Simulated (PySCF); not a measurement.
Species: Ge(NCS)2Me2, C4H6GeN2S2.
Bonds: Ge1–N2, Ge1–N5, Ge1–C8, Ge1–C12, N2–C3, C3–S4, N5–C6, C6–S7. Hydrogens: H9, H10, H11 on C8; H13, H14, H15 on C12.

Computed, not measured: PBE0-D3(BJ)/def2-SVP geometry optimisation, gas phase (PySCF).

Some entries are withheld. Bonds in one row agree within 0.01 Å.

| coordinate | value |
| --- | --- |
| Ge1–N2, Ge1–N5 | ? |
| Ge1–C8, Ge1–C12 | ? |
| N2–C3, N5–C6 | ? |
| C3–S4, C6–S7 | 1.578 Å |
| C8–H9 and 5 like bonds | 1.099 Å |
| N2–Ge1–N5 | ? |
| N2–Ge1–C8 | ? |
| C8–Ge1–C12 | 118.5° |
| Ge1–N2–C3 | 176.2° |
| N2–C3–S4 | ? |
| Ge1–N5–C6 | 178.4° |

Q: Fill in the missing values.

A: 
- Ge1–N2, Ge1–N5 = 1.825 Å (ends: germanium bonded to 2 C and 2 N; nitrogen bonded to C and Ge); 0.08 Å below the sum of covalent radii, 1.91 Å.
- Ge1–C8, Ge1–C12 = 1.928 Å (ends: germanium bonded to 2 C and 2 N; carbon bonded to Ge and 3 H); 0.03 Å below the sum of covalent radii, 1.96 Å.
- N2–C3, N5–C6 = 1.193 Å (ends: nitrogen bonded to C and Ge; carbon bonded to N and S); 0.21 Å below the sum of covalent radii, 1.40 Å.
- N2–Ge1–N5 = 104.4°, at the germanium bonded to 2 C and 2 N; the outer atoms are 2.885 Å apart.
- N2–Ge1–C8 = 108.3°, at the germanium bonded to 2 C and 2 N; the outer atoms are 3.043 Å apart.
- N2–C3–S4 = 179.8°, at the carbon bonded to N and S; the outer atoms are 2.771 Å apart.

Radii are Cordero's, carbon taken as 0.76, 0.73 or 0.69 Å for four, three, and two or fewer neighbours.

No PBE0-D3(BJ)/def2-SVP frequencies stand behind this structure, so it isn't proved a minimum.
